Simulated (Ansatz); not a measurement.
A nudged elastic band was laid between two geometries of C₂H₅BOS (10 atoms, charge 0, multiplicity 1).

Computed with RKS PBE0-D4/def2-SVP (Ansatz).

```json
{
 "movable images": "5",
 "climbing image": "yes",
 "spring": "2.0 to 10.0 eV/Å², energy-weighted",
 "optimiser": "quadratic models (default)",
 "start path": "through a guess of the saddle point",
 "force threshold": "0.05 eV/Å",
 "iteration limit": "60",
 "end points": "relaxed"
}
```

First end point:

```xyz
10
Properties=species:S:1:pos:R:3
O -1.620 0.843 0.331
C -0.679 0.094 -0.326
C 0.322 -0.585 0.606
B 1.571 -0.036 -0.179
S 0.671 1.052 -1.271
H -2.254 1.192 -0.306
H -1.124 -0.598 -1.063
H 0.256 -0.109 1.600
H 0.182 -1.669 0.748
H 2.757 -0.236 -0.137
```

Last end point:

```xyz
10
Properties=species:S:1:pos:R:3
O -2.470 0.843 -0.151
C -0.002 0.071 -0.688
C 0.582 -0.647 0.496
B 1.914 0.009 -0.001
S 1.100 1.413 -0.793
H -1.879 0.480 -0.840
H -2.802 0.044 0.274
H 0.242 -0.117 1.399
H 0.396 -1.727 0.586
H 3.003 -0.421 -0.278
```

What changes between the two ends?

Bonds broken: O1–C2, C2–H7. Bonds formed: O1–H7. C2H5BOS becomes C2H3BS + H2O.

Give the energies along the band, and the barrier.

The run converged. The highest image is number 2 of 0 to 6, 3.56 eV above the first end and 0.35 eV above the last; the last end lies 3.21 eV above the first. The profile has 2 maxima (images 2, 5) with wells between them (image 4): this band takes more than one step, which may be the mechanism or a detour left from its start path. A structure lower than the last end lies on the path between it and the top, so the climb from that side starts below the end, which may itself be a saddle point or a shallow side well. Neighbouring images differ by up to 3.2 eV, so the band resolves the path poorly. Another band between the same ends (5 images) ends at a top of the same energy, where a vibrational analysis finds 1 clearly imaginary mode. The orbitals stay closed-shell, which can raise the energy where a bond breaks towards radicals; this wasn't checked here.

```json
{"image": "0", "path coordinate (Å)": "0.00", "energy (eV)": "0.00", "O1–C2 (Å)": "1.37", "C2–H7 (Å)": "1.10", "O1–H7 (Å)": "2.07"}
{"image": "1", "path coordinate (Å)": "0.98", "energy (eV)": "3.23", "O1–C2 (Å)": "1.84", "C2–H7 (Å)": "1.16", "O1–H7 (Å)": "1.37"}
{"image": "2", "path coordinate (Å)": "1.21", "energy (eV)": "3.56", "O1–C2 (Å)": "1.98", "C2–H7 (Å)": "1.30", "O1–H7 (Å)": "1.17"}
{"image": "3", "path coordinate (Å)": "1.51", "energy (eV)": "3.36", "O1–C2 (Å)": "2.21", "C2–H7 (Å)": "1.58", "O1–H7 (Å)": "1.02"}
{"image": "4", "path coordinate (Å)": "2.06", "energy (eV)": "3.20", "O1–C2 (Å)": "2.56", "C2–H7 (Å)": "1.92", "O1–H7 (Å)": "0.98"}
{"image": "5", "path coordinate (Å)": "3.05", "energy (eV)": "3.26", "O1–C2 (Å)": "2.67", "C2–H7 (Å)": "2.55", "O1–H7 (Å)": "0.96"}
{"image": "6", "path coordinate (Å)": "4.04", "energy (eV)": "3.21", "O1–C2 (Å)": "2.64", "C2–H7 (Å)": "2.96", "O1–H7 (Å)": "0.96"}
```

What is the geometry of the highest image?


```xyz
10
Properties=species:S:1:pos:R:3
O -2.048 0.575 0.209
C -0.404 -0.195 -0.576
C 0.463 -0.686 0.549
B 1.696 0.007 -0.141
S 0.681 1.068 -1.194
H -2.119 1.411 -0.275
H -1.699 -0.174 -0.615
H 0.210 -0.124 1.464
H 0.420 -1.762 0.777
H 2.884 -0.173 -0.194
```

Run time: 2.7 min on 2 threads of Arm Neoverse V2, on a shared host, peak memory 0.2 GiB.
